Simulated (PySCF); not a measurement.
A GIAO shielding run with PySCF 2.14 (density fitting, non-relativistic, gas phase) on `InChI=1S/C3H10O2SSi2/c1-3(6)5-8-2-4-7/h2,8H2,1,7H3`:

```
$ OMP_NUM_THREADS=1 python probes_run.py task.json out

{"job": {"kind": "nmr", "xc": "PBE0", "basis": "pcSseg-1"}, "charge": 0, "multiplicity": 1}
C     -3.688609     0.652826     0.846937
C     -2.735938    -0.110869    -0.011635
S     -3.224456    -1.145978    -1.164884
O     -1.460977     0.109007     0.227135
Si    -0.197103    -0.620961    -0.566973
C      1.319156     0.140455     0.273841
O      2.404925    -0.480853    -0.373636
Si     3.966111    -0.044771    -0.382469
H     -4.336853     1.266047     0.222876
H     -3.145634     1.284059     1.545986
H     -4.325816    -0.040009     1.394496
H     -0.239894    -0.266622    -1.981919
H     -0.248265    -2.061735    -0.345469
H      1.375352    -0.066638     1.346837
H      1.382281     1.225680     0.154956
H      4.487621    -1.096733    -1.236455
H      4.123165     1.306725    -0.930839
H      4.536176    -0.043311     0.969559
```

Hardware: 1 thread of an Arm Neoverse V2, shared host. The job also computes population analyses, field gradients.

**Question.** How large is the calculation?

**Answer.** 88 electrons, 207 basis functions and 1146 auxiliary functions.

**Question.** How long does it take, and how much memory does it need?

**Answer.** 38 s of wall time, with 14 SCF cycles and 5 response iterations; peak memory 0.86 GiB. Times on a shared host scatter by some tens of per cent.
